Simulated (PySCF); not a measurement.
An unknown is described by computed data only.

Elements present: B, C and H. Monoisotopic mass: 64.0656 u.

* Triplet: lowest triplet excitation (Tamm–Dancoff): 3.85 eV [TDA CAM-B3LYP/def2-SVPD]
* UV, first state: lowest singlet excitation: 4.18 eV (297 nm, f = 0.001) [TDDFT CAM-B3LYP/def2-SVPD]
* Rotational structure: rotational constants A, B, C: 15.578, 2.454, 2.367 GHz [PBE0-D3(BJ)/def2-SVP]
* 13C NMR: chemical shifts (computed TMS as zero) by class: 135.5 (1 C), 99.2 (1 C), 60.8 (1 C) ppm [GIAO CAM-B3LYP/pcSseg-2]
* NMR, other nuclei: isotropic shieldings of nuclei other than C and H, by class: 7 (1 B), 28 (1 B) ppm [GIAO CAM-B3LYP/pcSseg-2]
* Dipole: 0.90 D [CAM-B3LYP/def2-SVPD]

Gas-phase values; electronic properties from PySCF, density fitting. Levels stand in brackets. The structure is a single PBE0-D3(BJ)/def2-SVP conformer in the gas phase; no vibrational or solvent corrections. NMR classes are plain means over equivalent atoms (diastereotopic ones count apart unless rotation or inversion swaps them), as if these changed places fast.

Task: Which formula fits the mass and the elements?

Result: C3H6B2 (calculated 64.0656). No other formula that holds each of these elements comes within 0.0003 u with a fitting electron parity and a possible valence count.

Task: What is the compound? Reason from the data.

Result: Numbering: `[BH2:1][CH2:2][BH:3][C:4]#[CH:5]`. 3 carbons fall into 3 classes; from least to most shielded: terminal alkyne carbon [C5] (135.5 ppm), alkyne carbon [C4] (99.2 ppm), sp3 carbon bound to boron [C2] (60.8 ppm). The other shieldings belong to: 7 ppm, three-coordinate boron [B1]; 28 ppm, three-coordinate boron [B3]. S1 is mainly HOMO→LUMO (weight 0.87); the largest Löwdin shares of the orbital it empties are 0.38 on the terminal alkyne carbon, 0.33 on the alkyne carbon, 0.09 on a three-coordinate boron and 0.07 on the sp3 carbon bound to boron, of the orbital it fills 0.26 on a three-coordinate boron, 0.17 on a three-coordinate boron, 0.14 on the terminal alkyne carbon and 0.14 on the alkyne carbon. The optimised geometry has point group C1 and is an asymmetric top. Structure: `BCBC#C`. Computed isomers that give other values at the same levels: `BC(B)C#C` (lowest singlet excitation: 4.62 eV (268 nm, f = 0.003)). The assignments are read from this structure; whether some other isomer fits the data as well wasn't checked.

Shape of the structure used: `[BH2:1][CH2:2][BH:3][C:4]#[CH:5]`: B1–C2–B3–C4 -107°.
